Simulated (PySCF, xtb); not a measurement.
3-chloro-1H-silole (C₄H₅ClSi), SMILES ClC1=C[SiH2]C=C1.

GFN2-xTB (xtb) at its own geometry gives an orbital gap of 2.88 eV and a dipole moment of 1.98 D.

Coordinates come from a B3LYP-D3(BJ)/def2-SVP optimisation.

Task: What does CAM-B3LYP/def2-TZVP (PySCF) give? (An estimate is asked for; the answer gives what the named calculation found.)

Result: gap 7.53 eV (levels -8.23 and -0.70 eV), dipole 1.26 D.
